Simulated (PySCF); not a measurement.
# Radial density of Br²⁺ (bromine, charge +2)

UHF, [Ar] 3d10 4s2 4p3, high-spin 4S determinant. All numbers are calculated (PySCF 2.14, scalar relativity by spin-free X2C-1e, in aug-cc-pVDZ-DK (6s5p3d, 36 functions)).

| r (bohr) | 4πr²ρ (e/bohr) | 4πr²(ρα − ρβ) |
| --- | --- | --- |
| 0.000952 | 0.5766 | 0.0000 |
| 0.00160 | 1.375 | 0.0000 |
| 0.00269 | 3.229 | 0.0000 |
| 0.00453 | 7.293 | 0.0001 |
| 0.00762 | 15.25 | 0.0003 |
| 0.0128 | 27.85 | 0.0016 |
| 0.0216 | 40.65 | 0.0075 |
| 0.0363 | 42.19 | 0.0326 |
| 0.0610 | 35.36 | 0.1018 |
| 0.103 | 46.46 | 0.1555 |
| 0.173 | 45.85 | 0.0138 |
| 0.290 | 27.88 | 0.1587 |
| 0.488 | 34.83 | 0.3042 |
| 0.821 | 12.99 | 0.1520 |
| 1.38 | 4.384 | 1.8931 |
| 2.32 | 1.591 | 1.0812 |
| 3.91 | 0.08719 | 0.0744 |
| 6.58 | 0.0001009 | 0.0001 |

Densities and radii are taken from the X2C orbitals without a picture-change correction, which distorts them close to the nucleus.
